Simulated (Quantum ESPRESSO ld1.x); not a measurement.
Input (ld1.x (Quantum ESPRESSO 7.5)):

```
 &input
    zed=82.0,
    iswitch=1,
    rel=2,
    dft='SLA-NOC-PBX-NOGC',
    config='[Ne] 3s2 3p5 3d10 4s2 4f1',
    rel_dist='average',
    verbosity='high',
    lsmall=.true.,
    prefix='ld1',
    max_out_wfc=37,
    file_charge='ld1.rho',
 /
```

Output (excerpt):

```
     Program LD1 v.7.5 starts

     --------------------------- All-electron run ----------------------------

     dirac relativistic calculation

     atomic number is 82.00
     dft =SLA-NOC-PBX-NOGC   lsd =0 sic =0 latt =0  beta=0.20 tr2=1.0E-14
     Exchange-correlation= SLA-NOC-PBX-NOGC
                           (   1   0   3   0   0   0   0)
     mesh =2127 r(mesh) =  99.61181 a.u. xmin = -8.00 dx = 0.00800
     1 Ry =  13.60569312 eV, c = 137.03599908

     n l j   nl                  e(Ry)          e(Ha)          e(eV)
     Spin orbit split results
     1 0 0.5 1S 1( 2.00)   -6688.355870229   -3344.177935114 -90999.7174677
     2 0 0.5 2S 1( 2.00)   -1371.108389281    -685.554194641 -18654.8799829
     2 1 0.5 2P 1( 2.00)   -1326.600888589    -663.300444295 -18049.3245868
     2 1 1.5 2P 1( 4.00)   -1164.541430960    -582.270715480 -15844.3933387
     3 0 0.5 3S 1( 2.00)    -479.594258173    -239.797129086  -6525.2123002
     3 1 0.5 3P 1( 1.67)    -460.127348938    -230.063674469  -6260.3515072
     3 1 1.5 3P 1( 3.33)    -422.105174509    -211.052587254  -5743.0334700
     3 2 1.5 3D 1( 4.00)    -391.248666757    -195.624333378  -5323.2092947
     3 2 2.5 3D 1( 6.00)    -382.986810531    -191.493405265  -5210.8010142
     4 0 0.5 4S 1( 2.00)    -235.820781216    -117.910390608  -3208.5051813
     4 3 2.5 4F 1( 0.43)    -184.204985037     -92.102492518  -2506.2364981
     4 3 3.5 4F 1( 0.57)    -183.294702180     -91.647351090  -2493.8514689
     Averaged results
     1 0     1S 1( 2.00)   -6688.355870229   -3344.177935114 -90999.7174677
     2 0     2S 1( 2.00)   -1371.108389281    -685.554194641 -18654.8799829
     2 1     2P 1( 6.00)   -1218.561250170    -609.280625085 -16579.3704214
     3 0     3S 1( 2.00)    -479.594258173    -239.797129086  -6525.2123002
     3 1     3P 1( 5.00)    -434.779232652    -217.389616326  -5915.4728157
     3 2     3D 1(10.00)    -386.291553021    -193.145776510  -5255.7643264
     4 0     4S 1( 2.00)    -235.820781216    -117.910390608  -3208.5051813
     4 3     4F 1( 1.00)    -183.684823404     -91.842411702  -2499.1593386

     final scf error:  2.3E-16 reached in  19 iterations

     Etot =  -37477.645985 Ry,  -18738.822993 Ha, -509909.350248 eV

     Ekin =   44220.918826 Ry,   22110.459413 Ha,  601656.251162 eV
     Encl =  -87713.356635 Ry,  -43856.678317 Ha,-1193401.013160 eV
     Eh   =    6561.418345 Ry,    3280.709172 Ha,   89272.644452 eV
     Exc  =    -546.626521 Ry,    -273.313261 Ha,   -7437.232702 eV

     normalization and overlap integrals

     s(1S/1S) =  1.000000  <r> =   0.0160  <r2> =    0.0004  r(max) =   0.0098
     LC norm =  0.90202181 + SC norm =  0.09797819 =  1.00000000
     s(2S/2S) =  1.000000  <r> =   0.0667  <r2> =    0.0053  r(max) =   0.0571
     LC norm =  0.97729768 + SC norm =  0.02270232 =  1.00000000
     s(2P/2P) =  1.000000  <r> =   0.0547  <r2> =    0.0037  r(max) =   0.0425
     LC norm =  0.97722917 + SC norm =  0.02277083 =  1.00000000
     s(2P/2P) =  1.000000  <r> =   0.0636  <r2> =    0.0049  r(max) =   0.0495
     LC norm =  0.97994632 + SC norm =  0.02005368 =  1.00000000
     s(3S/3S) =  1.000000  <r> =   0.1702  <r2> =    0.0332  r(max) =   0.1590
     LC norm =  0.99203388 + SC norm =  0.00796612 =  1.00000000
     s(3P/3P) =  1.000000  <r> =   0.1605  <r2> =    0.0300  r(max) =   0.1480
     LC norm =  0.99210099 + SC norm =  0.00789901 =  1.00000000
     s(3P/3P) =  1.000000  <r> =   0.1754  <r2> =    0.0356  r(max) =   0.1629
     LC norm =  0.99284724 + SC norm =  0.00715276 =  1.00000000
     s(3D/3D) =  1.000000  <r> =   0.1517  <r2> =    0.0268  r(max) =   0.1261
     LC norm =  0.99300489 + SC norm =  0.00699511 =  1.00000000
     s(3D/3D) =  1.000000  <r> =   0.1562  <r2> =    0.0283  r(max) =   0.1302
     LC norm =  0.99320423 + SC norm =  0.00679577 =  1.00000000
     s(4S/4S) =  1.000000  <r> =   0.3364  <r2> =    0.1275  r(max) =   0.3346
     LC norm =  0.99635810 + SC norm =  0.00364190 =  1.00000000
     s(4F/4F) =  1.000000  <r> =   0.3087  <r2> =    0.1070  r(max) =   0.2718
     LC norm =  0.99714891 + SC norm =  0.00285109 =  1.00000000
     s(4F/4F) =  1.000000  <r> =   0.3113  <r2> =    0.1087  r(max) =   0.2740
     LC norm =  0.99717234 + SC norm =  0.00282766 =  1.00000000

     LC charge = 29.50106625 + SC charge =  0.49893375 = 30.00000000

     ------------------------ End of All-electron run ------------------------
```

Run on one thread of a shared host, so times are rough (Intel(R) Xeon(R) Processor @ 2.60GHz): 0.67 s of CPU time, 0.7 s wall, 19 iterations on 2127 mesh points.
